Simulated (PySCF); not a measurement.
Stepwise substitution at one centre (Ga F-SH). All species are isolated molecules in the gas phase. One relaxed conformer stands for each flexible species; it need not be the lowest. Strings in code marks are SMILES.

The S1–T1 gap (TDA) from two functionals at the same geometries (CAM-B3LYP-D3(BJ)/def2-TZVP), both in PySCF: PBE-D3(BJ)/def2-TZVP and TPSSh-D3(BJ)/def2-TZVP. Excitations are Tamm–Dancoff values on a coarser integration grid. The basis has no diffuse functions, so Rydberg states are missing or too high.

| species | PBE-D3(BJ)/def2-TZVP (eV) | TPSSh-D3(BJ)/def2-TZVP (eV) |
|---|---|---|
| 0 of 3 F replaced by SH (`[F][Ga]([F])[F]`) | 0.33 | 0.35 |
| 2 of 3 F replaced by SH (`[Ga]([SH])([F])[SH]` (S–Ga–S–H torsion -180°, S–Ga–S–H torsion -180°)) | 0.29 | 0.32 |
| 3 of 3 F replaced by SH (`[SH][Ga]([SH])[SH]`) | 0.23 | 0.27 |

Over these rows, drawn at random from the members with no instability flagged (it was tested for open shells, ions and some series alone), PBE minus TPSSh-D3(BJ): mean -0.03 eV, from -0.04 eV to -0.02 eV.
